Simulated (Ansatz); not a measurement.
`C[C](F)(Cl)[SnH3]` + HBr → `[Br][SnH3]` + `CC(F)Cl`  (ligand exchange at the Sn–C bond)

Isolated molecules relaxed with PBE0-D4/def2-TZVP in Ansatz; ΔE leaves out vibrations. CCSD(T)/CBS is the MP2 limit (def2-TZVPP, def2-QZVPP) plus CCSD(T) − MP2 in def2-TZVPP, frozen cores. DFT in def2-TZVPP. B3LYP here is the variant with VWN-RPA as its local correlation; programs differ in this. def2 core potentials past Kr. For Br, Sn outer-core shells are correlated without core-valence functions, which leaves a few kJ/mol of doubt a bond. Scalar relativity is left out up to krypton.

```csv
level,ΔE (kJ/mol),difference from CCSD(T)/CBS
B3LYP-D4,-143.6,-1.6
ωB97X-V,-145.7,-3.7
B3LYP,-153.4,-11.4
HF/def2-TZVPP,-182.4,-40.4
MP2/def2-TZVPP,-137.8,4.2
CCSD/def2-TZVPP,-142.2,-0.2
CCSD(T)/def2-TZVPP,-136.2,5.8
MP2/def2-QZVPP,-141.3,0.7
SCS-MP2/def2-QZVPP,-145.5,-3.5
HF/CBS(def2),-183.2,-41.2
CCSD(T)/CBS,-142.0,0
```

Largest T1 diagnostic among the species: 0.012.

The D4 term adds +9.8 kJ/mol with B3LYP and +5.4 kJ/mol with PBE0; it sums over pairs of atoms, weighted by their polarisabilities, and B3LYP, whose exchange is more repulsive, gets the larger term. In def2-TZVPP, CCSD(T) changes the Hartree–Fock value by +46.3 kJ/mol (the triples alone add +6.1 kJ/mol) and MP2 by +44.7 kJ/mol. From PBE to PBE0 (25 % exact exchange), in def2-TZVPP and without D4, ΔE moves by −9.8 kJ/mol.
